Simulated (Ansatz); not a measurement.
Reaction (redistribution): `O=C=NB(F)Cl` + `C[N](C)[Ge][F]` → `O=C=NB(F)F` + `C[N](C)[Ge][Cl]`

Calculated with Ansatz (gas phase, PBE0-D4/def2-TZVP geometries, no zero-point term in ΔE). CCSD(T)/CBS adds triple-zeta CCSD(T) − MP2 to the extrapolated MP2 energy (def2 sets, frozen cores). Functionals use def2-TZVPP. B3LYP here is the variant with VWN-RPA as its local correlation; programs differ in this. For Ge outer-core shells are correlated without core-valence functions, which leaves a few kJ/mol of doubt a bond. Scalar relativity is left out up to krypton. One conformer a species, not always the lowest.

`O=C=NB(F)Cl`:

Cartesian coordinates in Å:
```
O 2.573 0.161 -0.389
C 1.444 0.305 -0.184
N 0.286 0.547 0.041
B -0.998 -0.025 0.157
F -2.019 0.750 0.444
Cl -1.286 -1.738 -0.068
```

`C[N](C)[Ge][F]`:

```xyz
11

C     0.801    0.850   -0.062
N    -0.019   -0.315    0.158
C    -1.305   -0.263   -0.493
Ge    0.416   -1.782    1.146
F     2.029   -1.230    1.633
H     1.000    0.992   -1.132
H     1.751    0.742    0.459
H     0.299    1.756    0.302
H    -1.199   -0.170   -1.581
H    -1.876   -1.173   -0.287
H    -1.897    0.593   -0.143
```

`O=C=NB(F)F`:

```xyz
6

O    -1.444   -0.946   -1.937
C    -0.934   -0.590   -0.961
N    -0.480   -0.259    0.102
B     0.609    0.392    0.727
F     0.639    0.507    2.036
F     1.611    0.896    0.033
```

`C[N](C)[Ge][Cl]`:

Z-matrix (Å, degrees):
```
C
N 1 1.441
H 1 1.098 2 110.7
H 1 1.088 2 110.6 3 -120.5
H 1 1.097 2 110.7 3 119.1
C 2 1.445 1 113.2 3 -59.6
Ge 2 1.823 1 130.3 3 120.4
H 6 1.094 2 110.6 1 180.0
H 6 1.097 2 111.2 1 -60.1
H 6 1.097 2 111.2 1 60.0
Cl 7 2.214 2 99.6 1 -0.0
```

Question: Is it downhill or uphill in electronic energy at CCSD(T)/CBS, and by how much? (Best estimate.)

Answer: The calculation gave: Downhill: ΔE = -17.0 kcal/mol.

Question: What do these levels give: B97M-V, B3LYP, r2SCAN0, CAM-B3LYP, SCS-MP2/def2-TZVPP, CCSD/def2-TZVPP? (Best estimate.)

Answer: Computed: B97M-V -16.1, B3LYP -16.6, r2SCAN0 -17.5, CAM-B3LYP -16.0, SCS-MP2/def2-TZVPP -16.3, CCSD/def2-TZVPP -17.3 kcal/mol.

Largest T1 diagnostic among the species: 0.016.

Leaving LDA and LC-ωPBE aside and taking each functional with its dispersion term where it has one, the values, not all of them listed here, spread over 3.1 kcal/mol, from BHLYP-D4 to revPBE-D4. LDA lies −1.2 kcal/mol from PBE without D4. From BLYP to BHLYP (50 % exact exchange), in def2-TZVPP and without D4, ΔE moves by −2.5 kcal/mol.
